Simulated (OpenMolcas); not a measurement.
# Cr2+: effect of the metal basis

Cr2+ with its 6 nearest bromide ions at 2.757 Å, on the Ca site of CsCaBr3 (a = 5.69 Å, distance in the model lattice 2.845 Å). The rest of the host is ab initio model potentials to 7.6 Å and point charges beyond; the distance is set by hand and nothing relaxes.

```
Program             : OpenMolcas
Method              : CASSCF
Spin-orbit coupling : state interaction with AMFI integrals over the reference wave functions
```

Fixed: ligand basis ANO-RCC-VDZP, active space 4 electrons in 5 orbitals (3d), DKH2 Hamiltonian.

States (labels of O, the rotations of Oh). Energies in cm-1 above the lowest state or level, χT in cm3 K/mol; 10Dq and B are least-squares fits to the states below 45000 cm-1, weighted by degeneracy, with a free offset, and given where the rms deviation is under 5 % of |10Dq| (or 100 cm-1) and under 700 cm-1.

| Run | Metal basis | Ground state | First state of that spin | 10Dq | B (rms of fit) | First gap with spin-orbit (degeneracies) | χT at 300 K | First state of another spin | Cost |
| --- | --- | --- | --- | --- | --- | --- | --- | --- | --- |
| A | ANO-RCC-VDZP | 5E | 5T2 4194 | 4297 | 971 (66) | 6.5 (1, 3) | 2.923 | 3T1 16578 | roughly 2.2 core-minutes |
| B | ANO-RCC-VTZP | 5E | 5T2 4172 | 4257 | 989 (67) | 6.3 (1, 3) | 2.925 | 3T1 16952 | roughly 2.8 core-minutes |

Against A, |10Dq| changes by -0.9 % in B.

Costs are those of the RASSCF and RASSI steps.

An orbital doublet at a regular site is open to a Jahn-Teller distortion, which this geometry leaves out. Without dynamic correlation the repulsion within the d shell is too large (B by tens of per cent), so at a given field states of lower spin stand too high. Ligand-to-metal charge-transfer states are missing. With no ligand orbital active B as a rule stays too high, so bands that hang on it stand too high and its fall with covalency is understated. With metal d orbitals alone and no dynamic correlation the field as a rule comes out too small, by tens of per cent, by up to half for chloride and softer ligands. No measured value stands beside these numbers; the geometry was set by hand and not optimised.
